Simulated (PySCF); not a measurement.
Run record for `Cc1ccc([Se-])cc1`: PBE0/def2-SVPD, IEF-PCM chloroform, energy threshold 1e-11 Eh, TDA, 1 singlet.

Method: TDA PBE0/def2-SVPD, vertical, IEF-PCM chloroform (non-equilibrium linear response), core orbitals frozen in the response (PySCF 2.14.0, density-fitted response routines). Geometry: GFN2-xTB. A driver script takes a list of jobs; this job's settings line and coordinates (Å) are shown.

Command:
```bash
OMP_NUM_THREADS=1 python probes_run.py task.json out
```

Input:
```
{"job": {"kind": "uv", "xc": "PBE0", "basis": "def2-SVPD", "solvent": "chloroform", "nstates": 1, "ntriplets": 2, "tda": true, "scf": {"conv": 1e-11}}, "charge": -1, "multiplicity": 1}
C     -2.264213     0.180291    -0.130493
C     -0.768012     0.054249    -0.042925
C      0.027164     1.183203     0.123780
C      1.399679     1.081908     0.203148
C      2.022834    -0.159172     0.115354
Se     3.895480    -0.301654     0.226619
C      1.233080    -1.290419    -0.055755
C     -0.140604    -1.181072    -0.132924
H     -2.552907     0.723793    -1.032515
H     -2.657471     0.728063     0.727017
H     -2.733678    -0.801856    -0.157041
H     -0.444070     2.157806     0.193144
H      2.008761     1.964982     0.334001
H      1.710530    -2.257250    -0.127950
H     -0.740987    -2.074880    -0.265373
```

Output:
```
final grid: 129136 points
cycle   1  E = -2671.4906869495  dE =  2.078e-01  |g| = 4.223e-01  |ddm| = 1.251e+01
cycle   2  E = -2671.5086836810  dE = -1.800e-02  |g| = 4.068e-01  |ddm| = 4.648e+00
cycle   3  E = -2671.5582786495  dE = -4.959e-02  |g| = 7.463e-02  |ddm| = 2.190e+00
cycle   4  E = -2671.5588344743  dE = -5.558e-04  |g| = 3.609e-02  |ddm| = 2.618e-01
cycle   5  E = -2671.5591603638  dE = -3.259e-04  |g| = 1.206e-02  |ddm| = 1.322e-01
cycle   6  E = -2671.5591962423  dE = -3.588e-05  |g| = 1.966e-03  |ddm| = 5.295e-02
cycle   7  E = -2671.5591971316  dE = -8.893e-07  |g| = 4.269e-04  |ddm| = 5.987e-03
cycle   8  E = -2671.5591971769  dE = -4.534e-08  |g| = 9.762e-05  |ddm| = 2.393e-03
cycle   9  E = -2671.5591971793  dE = -2.321e-09  |g| = 3.477e-05  |ddm| = 5.543e-04
cycle  10  E = -2671.5591971796  dE = -3.565e-10  |g| = 4.931e-06  |ddm| = 1.626e-04
cycle  11  E = -2671.5591971796  dE = -9.095e-12  |g| = 3.215e-06  |ddm| = 4.769e-05
cycle  12  E = -2671.5591971796  dE = -1.091e-11  |g| = 5.697e-07  |ddm| = 1.217e-05
cycle  13  E = -2671.5591971796  dE = -1.819e-12  |g| = 2.837e-07  |ddm| = 4.804e-06
converged SCF energy = -2671.5591971796

Static polarisability (au): isotropic 177.877, principal 117.532 167.704 248.393

Singlet excitations
state   eV       nm        f      main configurations
  1   3.7438    331.2   0.01617   H->L 0.94

Triplet excitations (Tamm-Dancoff, eV): 3.1977 3.3075
```

H and L stand for HOMO and LUMO; the number after each pair is its weight.

**Question.** How does the lowest singlet excitation compare with the HOMO–LUMO gap?

**Answer.** HOMO -3.93 eV and LUMO 0.73 eV give a gap of 4.66 eV; S1 at 3.74 eV lies 0.92 eV below it.

**Question.** Give S1 in cm⁻¹ and kJ/mol.

**Answer.** 3.7438 eV × 8065.54 = 30196 cm⁻¹; × 96.485 = 361.2 kJ/mol.

In short: SCF converged in 13 cycles with 237 basis and 973 fitting functions; HOMO -3.93 eV, LUMO 0.73 eV; lowest singlet 3.74 eV; lowest triplet 3.20 eV (Tamm–Dancoff); mean polarisability 177.9 au.

The species at its GFN2-xTB geometry. The PBE0/def2-SVPD calculation is non-relativistic and has no spin–orbit coupling, an omission that weighs most on selenium.

The run took 1.9 min of wall time on one thread of an Intel Xeon at 2.50 GHz, shared host, and the process peaked at 1.0 GiB of memory.
